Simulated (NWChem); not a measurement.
# H₂TeO; SMILES [TeH]O

```xyz
4

Te     0.0258    -0.2710     0.0100
H     -1.6601    -0.4500    -0.0002
O      0.0508     1.7560    -0.1001
H      0.0305     2.0473     0.8338
```
Atoms are numbered in this order, from 1.

Level: PBE-D3(BJ)/def2-SVP with def2 effective core potentials on Te (NWChem), optimised geometry, unscaled harmonic frequencies. def2 effective core potentials on Te; no spin-orbit coupling.

Question: List the harmonic frequencies with IR intensities, and the thermochemistry.

Answer: 
```tsv
frequency (cm⁻¹)	IR intensity (km/mol)
414	73.2
569	32.1
667	4.9
996	41.8
1991	93.8
3681	75.0
```

```yaml
zero_point_energy: 11.9 kcal/mol
thermal correction to the enthalpy at 298.15 K (with zero-point energy): 14.7 kcal/mol
heat capacity Cv: 9.8 cal/(mol K)
entropy at 298.15 K and 1 atm (symmetry number 1): 63.9 cal/(mol K)
```

Rigid rotor and harmonic oscillator.
